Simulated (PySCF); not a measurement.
## Field gradients at the hydrogen positions

C4H9ClSSi.
SMILES with atom numbers: `[CH3:1][S:2][C@H:3]1[CH2:4][Si@H:5]([Cl:6])[CH2:7]1` (hydrogens: H8, H9, H10 on C1; H11 on C3; H12, H13 on C4; H14 on Si5; H15, H16 on C7)

Cartesian coordinates in Å at the GFN2-xTB level; atoms count from 1:
```xyz
16
C4H9ClSSi angstrom
C      1.987   -0.272    1.139
S      1.840   -0.487   -0.657
C      0.070   -0.171   -0.949
C     -0.876   -1.093   -0.155
Si    -1.550    0.399    0.834
Cl    -3.522    0.772    0.669
C     -0.413    1.212   -0.470
H      1.353   -0.986    1.655
H      1.726    0.744    1.420
H      3.029   -0.464    1.376
H     -0.015   -0.302   -2.028
H     -0.359   -1.882    0.385
H     -1.598   -1.582   -0.808
H     -1.146    0.514    2.232
H      0.393    1.856   -0.124
H     -0.927    1.753   -1.263
```

Level: PBE0/pcSseg-1 (PySCF, non-relativistic); Q(2H) = 0.00286 b; rigid geometry, the same for H and D, with no vibrational averaging.

Question: Rank these positions by the coupling χzz of a deuteron there, largest first.
A. H14 (Si–H hydrogen)
B. H13 (methylene hydrogen)
C. H11 (methine hydrogen)

Answer: B (214 kHz), C (205 kHz), A (109 kHz).

Q: What are Vzz, η and χzz (234.96 MHz × Q × Vzz) at all hydrogens?

A: 
```csv
atom,bonded to,bond length (Å),Vzz (au),η,χzz (kHz)
H8,C1,1.085,0.3166,0.02,213
H9,C1,1.085,0.3164,0.02,213
H10,C1,1.085,0.3181,0.04,214
H11,C3,1.090,0.3049,0.05,205
H12,C4,1.087,0.3206,0.05,215
H13,C4,1.089,0.3182,0.04,214
H14,Si5,1.460,0.1627,0.03,109
H15,C7,1.087,0.3211,0.05,216
H16,C7,1.089,0.3188,0.04,214
```

Q: Average by the element that carries the hydrogen.

A: on C: 213 kHz over 8 positions, mean bond length 1.087 Å; on Si: 109 kHz over 1 position, mean bond length 1.460 Å.

Q: A static deuteron (I = 1) shows a doublet split by (3/2)χ, (3/4)χ(1 + η) and (3/4)χ(1 − η) with the field along z, y and x of the gradient. What are these for H16?

A: With |χ| = 214.2 kHz and η = 0.039: 321, 167 and 154 kHz, to first order and without motion.

Isolated species at its GFN2-xTB geometry (one conformer only). GFN2-xTB bond lengths can be off by several hundredths of an ångström, more for odd bonds, and the gradients follow them. The basis is small and wasn't made for field gradients, so the couplings can be 20 % off.
